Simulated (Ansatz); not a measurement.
C$_{3}$H$_{6}$Sn, SMILES `C#[C][SnH2][CH3]` from Hartree–Fock to CCSD(T)

Cartesian coordinates in Å:
```
C 1.895 -0.562 2.002
C 1.229 -0.013 1.158
Sn 0.056 0.902 -0.307
C -1.330 -0.549 -1.029
H 2.486 -1.043 2.747
H -0.736 2.226 0.423
H 1.104 1.445 -1.539
H -0.786 -1.394 -1.450
H -1.966 -0.112 -1.799
H -1.952 -0.900 -0.206
```

The species carries charge 0 and has multiplicity 1. Correlated methods include outer-core shells of Sn, which these sets cover unevenly. Sn takes the def2 core potential. Geometry: relaxed with PBE0-D4/def2-TZVP. Frozen core, restricted reference, Ansatz 0.2.0.

| basis | HF (Eh) | MP2 corr. |
| --- | --- | --- |
| def2-SVP | -330.26845 | -0.51209 |
| def2-TZVPP | -330.41424 | -0.81562 |
| def2-QZVPP | -330.42111 | -1.05741 |

Estimate the CCSD correlation energy and the (T) correction in each basis where they were run (hartree).


```json
{"basis": "def2-SVP", "CCSD corr.": "-0.55695", "(T)": "-0.02056"}
{"basis": "def2-TZVPP", "CCSD corr.": "-0.84060", "(T)": "-0.03437"}
```
